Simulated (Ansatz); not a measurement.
One arrangement of a pair

The pair of H2Te (SMILES [TeH2], atoms 1–3) and PH3 (SMILES P, atoms 4–7), both closed shells, in one local arrangement (a lower one may exist), relaxed at PBE0-D4/def2-TZVP:

Te1  (-0.139, 0.955, -2.022)
H2  (-0.184, -0.690, -2.184)
H3  (-0.283, 1.133, -3.669)
P4  (0.115, -0.315, 1.399)
H5  (1.188, -0.970, 2.056)
H6  (-0.880, -0.945, 2.190)
H7  (0.182, 0.832, 2.230)
(Å)

Ansatz 0.2.0; basis: def2-TZVPPD, with def2-QZVPPD for the basis limit; cores frozen in the correlated methods. Filled d shells of the heavier atoms are correlated. Core potentials replace the inner electrons of the atoms past krypton. The def2 sets are not built for correlating such inner shells, so the correlated values are less sure here. Extrapolation: Hartree–Fock as exp(−7.88 √X), correlation as X^−2.97. Interaction energies count from these two fragments, frozen as in the pair, with the counterpoise correction; negative means bound.

Problem. What is the interaction energy by CCSD(T) at an estimated basis limit (MP2 extrapolated from triple and quadruple zeta, plus CCSD(T) − MP2 in triple zeta)? (To be estimated.)

Solution. The calculation gives: -7.6 kJ/mol. Hartree–Fock alone gives 3.3 kJ/mol at the basis limit, so without correlation the pair would not bind at this distance. Plain CCSD(T) in triple zeta gives -4.9 kJ/mol; the step to the limit is large here, so the limit is uncertain. It counts from the two fragments frozen as in the pair.

Basis-set superposition shift (counterpoise-corrected less uncorrected): CCSD(T) 2.0; MP2 2.0; HF 0.2; PBE0-D4 0.2; wB97M-V 0.4 kJ/mol.

No T1 diagnostic of these runs exceeds 0.014.

For scale, one of the runs: CCSD(T)/def2-TZVPPD, 192 basis functions, launched by `ansatz run in.yaml --threads 2 --pin off --events-out ev --progress --plain --max-ram 5222MiB`. The run took 44 s on 2 CPU threads of an Intel Xeon Platinum 8488C (shared host), with 2.2 GiB of host memory at its peak.
